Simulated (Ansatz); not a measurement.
C₃H₇Te, SMILES CC(C)[Te], multiplicity 2. Atoms are numbered in the order given.

```xyz
11

C      1.9274     0.1325    -1.2706
C      1.2938    -0.4232     0.0000
C      1.9274     0.1325     1.2706
Te    -0.8794     0.0168     0.0000
H      1.8431     1.2299    -1.3129
H      3.0017    -0.1264    -1.2924
H      1.4688    -0.2822    -2.1816
H      1.3513    -1.5210     0.0000
H      1.8431     1.2299     1.3129
H      3.0017    -0.1264     1.2924
H      1.4688    -0.2822     2.1816
```
Charge 0, spin multiplicity 2.

The structure is a stationary point at B3LYP-D3(BJ)/def2-SVP. The isomer is the one that the SMILES or the coordinates give; other isomers of the formula were not compared. The def2 effective core potentials stand for the cores of Te; spin–orbit coupling is left out.

Two levels are set side by side: PBE-D3(BJ)/def2-SVP (Ansatz, a program for electronic structure) and B3LYP-D3(BJ)/def2-SVP (Ansatz). Each level has its own optimised geometry; the coordinates shown are those of the second. Differences are taken from unrounded values.

```
quantity              B3LYP-D3(BJ)  PBE-D3(BJ)  PBE-D3(BJ) minus B3LYP-D3(BJ)
--------------------  ------------  ----------  -----------------------------
mean bond length (Å)         1.298       1.304                          0.006
bond C1–C2 (Å)               1.525       1.526                          0.001
bond C2–C3 (Å)               1.525       1.526                          0.001
bond C2–Te4 (Å)              2.217       2.218                          0.000
bond C1–H5 (Å)               1.101       1.109                          0.008
bond C1–H6 (Å)               1.105       1.113                          0.008
bond C1–H7 (Å)               1.101       1.109                          0.008
bond C2–H8 (Å)               1.099       1.108                          0.009
bond C3–H9 (Å)               1.101       1.109                          0.008
bond C3–H10 (Å)              1.105       1.113                          0.008
bond C3–H11 (Å)              1.101       1.109                          0.008
```

Exact exchange shortens and stiffens bonds; PBE has none. Differences between two approximate levels are no errors against the true value.
